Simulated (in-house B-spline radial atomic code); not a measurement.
Al⁺. Computed with a B-spline radial atomic code. Model: all-electron spherical atom, spin shells full or empty, radial basis limit, no spin-orbit coupling, Breit or QED, empty-state partial waves extrapolated as (l+1/2)^-4, RPA, G0W0 and static COHSEX of the highest shell as one setting changes (uncorrelated shells keep exact exchange).

Given: element Al; charge 1; filled core Ne; hamiltonian non-relativistic; mean-field start Hartree-Fock; highest l of empty states 9; highest mean-field shell 3s.

Shell: 3s 1 1 (electrons up and down).

| lowest nl shells left uncorrelated | RPA correlation energy (hartree) | G0W0 level (eV) | G0W0 minus most complete (meV) | COHSEX level (eV) | removal by RPA minus most complete (meV) |
| --- | --- | --- | --- | --- | --- |
| 0 | -0.61617 | -18.866 | 0 | -20.139 | 0 |
| 1 | ? | ? | ? | ? | ? |
| 2 | ? | ? | ? | ? | ? |
| 3 | -0.050216 | -18.677 | 188.7 | -19.866 | -178.7 |

Task: What follows for lowest nl shells left uncorrelated = 1?

Result: RPA correlation energy -0.49748 hartree; G0W0 level -18.864 eV; G0W0 minus most complete 2 meV; COHSEX level -20.134 eV; removal by RPA minus most complete 0 meV.

Task: What follows for lowest nl shells left uncorrelated = 2?

Result: RPA correlation energy -0.36298 hartree; G0W0 level -18.888 eV; G0W0 minus most complete -22.6 meV; COHSEX level -20.174 eV; removal by RPA minus most complete 12.2 meV.
